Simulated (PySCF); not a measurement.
# SnH: one state, many levels of theory

State: ²Π (doublet), unpaired electrons π ↑. Set-up: PySCF, scalar-relativistic core potentials, basis sets Sn def2-SVP with ECP28, H def2-SVP. De refers to Sn + H in their high-spin ground configurations, without counterpoise correction. The functionals are run spin-unrestricted. A positive dipole means Sn(−)H(+).

| Level | Re (Å) | ωe (cm⁻¹) | De (eV) | μ (D) |
| --- | --- | --- | --- | --- |
| UHF | 1.773 | 1793 | 1.68 | -0.31 |
| UHF-MP2 | 1.768 | 1774 | 2.25 | n/a |
| UHF-SCS-MP2 | 1.773 | 1759 | 2.34 | n/a |
| UHF-CCSD | 1.779 | 1714 | 2.40 | n/a |
| UHF-CCSD(T) | 1.781 | 1704 | 2.42 | n/a |
| PBE | 1.808 | 1635 | 2.61 | -0.51 |
| revPBE | 1.813 | 1624 | 2.55 | -0.55 |
| BP86 | 1.808 | 1631 | 2.77 | -0.53 |
| r²SCAN | 1.788 | 1700 | 2.62 | -0.42 |
| TPSSh | 1.790 | 1704 | 2.76 | -0.51 |
| PBE0 | 1.788 | 1709 | 2.56 | -0.43 |

(1) Which functional lies closest to UHF-CCSD(T) in De, which farthest, and by how much do they differ from it?

(2) What does the step from GGA to meta-GGA do here, going from PBE to r²SCAN?

(3) What does second-order correlation do here, going from UHF to UHF-MP2?

Correlated steps freeze 4 core orbitals. Correlated levels converge slowly with the basis: in double zeta they bind strong bonds too weakly, by up to about 1 eV, and carry superposition errors of some tenths. These are scalar-relativistic numbers at best; spin–orbit coupling would shift them, the dissociation energy most. The state is the lowest determinant that a PBE0 search found; another state may lie lower at other levels.

## Answers

(1) Closest is revPBE (+3.2 pm in Re, -4.7 % in ωe, +0.13 eV in De against UHF-CCSD(T) in the same basis), farthest BP86 (+2.7 pm in Re, -4.3 % in ωe, +0.35 eV in De). CCSD(T) converges more slowly with the basis than the functionals do and binds too weakly in this one, so the order can change at the basis-set limit.

(2) r²SCAN less PBE: -2.0 pm in Re, +4.0 % in ωe, +0.01 eV in De. 

(3) UHF-MP2 less UHF: -0.5 pm in Re, -1.1 % in ωe, +0.57 eV in De. Correlation nearly always deepens the well. The bond shortens, as in weak, metallic or heavy-atom bonds, where dispersion and the correlation of outer-core electrons pull the atoms together.
